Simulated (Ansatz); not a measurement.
`ICI` → `[CH2]` (triplet) + I₂  (formal loss of a carbene)

Calculated with Ansatz (gas phase, PBE0-D4/def2-TZVP geometries, no zero-point term in ΔE). CCSD(T)/CBS is the MP2 limit (def2-TZVPP, def2-QZVPP) plus CCSD(T) − MP2 in def2-TZVPP, frozen cores. This one scheme is used for every species. Functionals use def2-TZVPP. B3LYP here is the variant with VWN-RPA as its local correlation; programs differ in this. HSE06 is defined as in plane-wave codes. Triplets are unrestricted, without spin–orbit coupling. def2 core potentials past Kr. For I outer-core shells are correlated without core-valence functions, which leaves a few kJ/mol of doubt a bond.

| level | ΔE (kJ/mol) | difference from CCSD(T)/CBS |
| --- | --- | --- |
| revPBE-D4 | 361.4 | -8.5 |
| B3LYP-D4 | 354.7 | -15.2 |
| HSE06-D4 | 360.4 | -9.5 |
| r2SCAN0 | 333.1 | -36.8 |
| BHLYP | 329.4 | -40.5 |
| RPA@PBE/def2-TZVPP | 364.3 | -5.6 |
| MP2/def2-SVP | 356.1 | -13.8 |
| HF/def2-TZVPP | 205.4 | -164.5 |
| MP2/def2-TZVPP | 390.0 | 20.1 |
| MP2/def2-QZVPP | 389.6 | 19.7 |
| CCSD(T)/CBS | 369.9 | 0 |

What do rigid-rotor, harmonic-oscillator terms from PBE0-D4/def2-TZVP frequencies (298.15 K, 1 bar) make of the CCSD(T)/CBS value? (An estimate is asked.)

Ansatz gave: ΔZPE = -24.7 kJ/mol, ΔH = +352.0 kJ/mol, ΔS = 146 J/(mol·K), ΔG = +308.5 kJ/mol. Open shells count their whole term as degenerate.

Largest T1 diagnostic among the species: 0.011.

From r2SCAN to r2SCAN0 (25 % exact exchange), in def2-TZVPP and without D4, ΔE moves by −8.2 kJ/mol. At CCSD(T), def2-SVP lies −29.2 kJ/mol from the extrapolated value and def2-TZVPP −1.1 kJ/mol.
